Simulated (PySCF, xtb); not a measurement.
**Two structures of CHBrSi**

We compare a, a singlet given by its coordinates, with b, a singlet given by its coordinates. Both are isolated molecules in the gas phase, relaxed with B3LYP-D4/def2-SVP.

a (Å):

```xyz
4

C     1.3264   -0.2051    0.3129
Br   -1.7656   -1.1132   -1.0248
Si   -0.0556   -1.1344    0.3913
H     2.2771    0.0099    0.8043
```

Close contacts (Å): C1–Si3 1.67, Br2–Si3 2.22, C1–H4 1.09.

b (Å):

```xyz
4

C     0.5348    0.6576    0.1164
Br   -1.4186    0.5724    0.3958
Si    0.7612   -0.8809   -0.6282
H     0.9769    1.5887    0.4728
```

Close contacts (Å): C1–Br2 1.98, C1–Si3 1.72, Br2–Si3 2.81, C1–H4 1.09.

Q: Estimate E(b) − E(a) at the level CCSD(T)/def2-TZVP.

A: Calculated at CCSD(T)/def2-TZVP: E(b) − E(a) = −0.332 eV, so structure b lies lower.

The same difference at several levels:

```tsv
level	geometry	E(b) − E(a) (eV)	departure from the last row (eV)	job, with rough time for the two
B3LYP-D4/def2-SVP	B3LYP-D4/def2-SVP	−0.578	−0.246	optimisation, 53 s
HF/def2-TZVP	B3LYP-D4/def2-SVP	−0.689	−0.357	part of the CCSD(T) run
MP2/def2-TZVP	B3LYP-D4/def2-SVP	−0.689	−0.357	part of the CCSD(T) run
CCSD(T)/def2-TZVP	B3LYP-D4/def2-SVP	−0.332		single point, 2.4 min
```

None of the levels shown reverses the order. The largest departure from CCSD(T)/def2-TZVP is that of MP2/def2-TZVP, 0.357 eV. No reliable frequencies are at hand for b, so it isn't confirmed as a minimum. Levels run at GFN2-xTB geometries aren't shown.

The T1 diagnostic of structure a is large, so the coupled-cluster value is less sure. The correlated steps freeze 15 core orbitals; the filled d shell of Br is correlated, in a basis made for valence electrons. Programs: PySCF 2.14.0, xtb 6.7.1; the last row on 2 threads of Arm Neoverse V1 on a shared host.
